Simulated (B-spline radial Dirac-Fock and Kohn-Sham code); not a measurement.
**Radiative decay of the K hole in Nd³⁺**

System: the Nd³⁺ ion in the configuration 1s2 2s2 2p6 3s2 3p6 3d10 4s2 4p6 4d10 4f3 5s2 5p6, inside a Watson sphere of charge -3 and radius 1.6 Å (a model of the Madelung potential; inside it an electron's potential energy is raised by 27.0 eV).

Input of the calculation (task.json; shells as n, l, electrons):

```json
{"items": [{
  "Z": 60,
  "q": 3,
  "cfg": [[1, 0, 2], [2, 0, 2], [2, 1, 6], [3, 0, 2], [3, 1, 6], [3, 2, 10], [4, 0, 2], [4, 1, 6], [4, 2, 10], [4, 3, 3], [5, 0, 2], [5, 1, 6]],
  "A": 142,
  "rrms": 4.9123,
  "watson": [-3, 1.6],
  "do": ["binding", "quiet", "decay"],
  "holes": ["K", "L1", "L2", "L3", "M1", "M2", "M3", "M4", "M5", "N1", "N2", "N3", "N4", "N5"]
}]}
```

Command: `python xray_run.py task.json out`

Level of theory: a relativistic independent-particle model: LDA orbitals of the hole state, radiative multipoles to third order, Auger rates from the Coulomb interaction with a continuum orbital, Dirac-Fock energies; a radial B-spline solver.

```
 line  multipole  energy (eV)  width (meV)  share (%)
  Kα2         E1      36844.2         4470       28.7
  Kα1         E1      37358.0         8140       52.3
  Kβ3         E1      42160.8          793       5.10
  Kβ1         E1      42265.3         1540       9.90
Kβ5''         E2      42565.5         10.5     0.0677
 Kβ5'         E2      42587.4         14.1     0.0906
Kβ2''         E1      43308.3          173       1.11
 Kβ2'         E1      43331.0          338       2.17
 K-N5         E2      43447.9         3.11     0.0200
 K-O2         E1      43550.0         28.5      0.183
 K-O3         E1      43553.4         55.2      0.355
```

The listed lines hold 100.0 % of the radiative rate. The radiative width is 15.6 eV in the length form and 15.9 eV in the velocity form; the two differ because the transition energies are not eigenvalue differences of the potential that gave the orbitals. Kα2/Kα1 is 0.549 and Kβ/Kα is 0.235.
